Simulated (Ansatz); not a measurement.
The cluster Ba2S2⁻ (the lowest doublet isomer of a short search) was relaxed with r2SCAN-D4 (def2-SVPD) in Ansatz in these states: charge -1 doublet, charge -1 quartet. The geometries follow in no particular order.

In the def2 sets Ba takes a core potential; there is no spin–orbit coupling.

A:

Cartesian coordinates in Å:
```
Ba 0.1071 -1.2133 -1.9887
Ba 0.5025 1.0774 2.0063
S 0.0291 1.4572 -0.8384
S -0.6387 -1.3212 0.8208
```

B:

```xyz
4

Ba    0.100    1.851   -0.808
Ba   -0.099   -1.852    0.809
S     0.129    0.797    1.842
S    -0.129   -0.797   -1.842
```

Task: Judge from the bond lengths which geometry belongs to which state (an estimate).

Result: A is the charge -1 quartet (Ba1–Ba2 4.622 Å, Ba1–S4 2.909 Å, Ba2–S3 2.909 Å); B is the charge -1 doublet (Ba1–Ba2 4.046 Å, Ba1–S4 2.852 Å, Ba2–S3 2.852 Å).

At r2SCAN-D4/def2-SVPD the highest occupied level of the charge -1 quartet lies above zero (up to 0.25 eV). It is a level of α spin, whose loss leaves a triplet; that state wasn't run at this geometry and level. The electron is either unbound and held by the finite basis, or the level is raised by self-interaction error. At r2SCAN-D4/def2-SVPD the highest occupied level of the charge -1 doublet lies above zero (up to 0.51 eV). By energy differences its removal costs 0.34 eV (vertical, to the charge 0 singlet, at LC-ωPBE (ω = 0.30 bohr⁻¹)/def2-TZVPD). At r2SCAN-D4/def2-SVPD the gap within one spin of the charge -1 doublet nearly closes, so an electron or hole may be smeared out by delocalisation error. At PBE0-D4/def2-TZVPD a doublet lies 1.74 eV below the charge -1 quartet. These are the stationary points nearest to one start from a short search; other shapes may lie lower in each state.
